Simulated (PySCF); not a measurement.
C4H13BOSi, SMILES [Si](C)(C)(O)B(C)C (GFN2-xTB optimised geometry):

```
20

Si    -0.551     0.580     0.000
C     -1.116    -0.141     1.690
C      1.358     0.580     0.000
O     -0.862     2.204     0.000
B     -1.394    -0.377    -1.507
C     -0.856    -1.778    -1.984
C     -2.643     0.243    -2.247
H     -2.199    -0.135     1.787
H     -0.787    -1.168     1.814
H     -0.711     0.434     2.517
H      1.747    -0.429     0.098
H      1.751     0.997    -0.922
H      1.753     1.170     0.820
H     -1.753     2.533     0.080
H     -1.188    -2.077    -2.977
H     -1.229    -2.533    -1.290
H      0.229    -1.858    -1.950
H     -3.373     0.673    -1.563
H     -3.167    -0.443    -2.910
H     -2.294     1.075    -2.861
```

Level of theory: CAM-B3LYP/def2-SVP (PySCF).

Q: What are the frontier orbital energies and the dipole moment?

A: HOMO-2 -10.24 eV, HOMO-1 -9.25 eV, HOMO -8.29 eV, LUMO 0.00 eV, LUMO+1 2.13 eV; dipole moment 1.71 D.

On the same geometry PBE/def2-SVP (PySCF 2.14.0) gives HOMO-2 -7.31 eV, HOMO-1 -6.47 eV, HOMO -5.56 eV, LUMO -2.09 eV, LUMO+1 0.43 eV; dipole moment 1.56 D.

Meta-Löwdin charges at CAM-B3LYP/def2-SVP: Si1 0.99, C2 -0.55, C3 -0.54, O4 -0.72, B5 0.04, C6 -0.40, C7 -0.40, H8 0.10, H9 0.10, H10 0.11, H11 0.10, H12 0.10, H13 0.11, H14 0.32, H15 0.10, H16 0.12, H17 0.11, H18 0.10, H19 0.10, H20 0.13.
